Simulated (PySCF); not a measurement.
Input for PySCF: R-MP2/6-31G* on AlFH2 (SMILES [F][AlH2]), a point of a bond scan (R = 3.611 Å).

```python
from pyscf import gto, scf, dft, mp
from pyscf.data.elements import chemcore

mol = gto.M(
    atom='''
    Al   -0.24669394   -0.47884971    0.15840895
    H     1.40339810   -2.39553431    2.73533599
    H    -1.58943775   -0.85928261   -0.56046382
    F     0.48063574    0.93294664   -0.30862939
    ''',
    basis='6-31g*',
    cart=True,
    charge=0, spin=0, verbose=3, max_memory=1800)
mf = scf.RHF(mol)
mf.conv_tol = 1e-8
mf.max_cycle = 100
mf.kernel()
if not mf.converged:
    mf = mf.newton().run(mf.mo_coeff, mf.mo_occ)
pt = mp.MP2(mf, frozen=chemcore(mol)).run()
```

The log:

```
converged SCF energy = -342.365302370677
E(RMP2) = -342.623351835232  E_corr = -0.258049464554182
E(SCS-RMP2) = -342.625402585211  E_corr = -0.260100214534154
```

The calculation finished and met its thresholds.

Cost: around 0.5 core-seconds (rough).
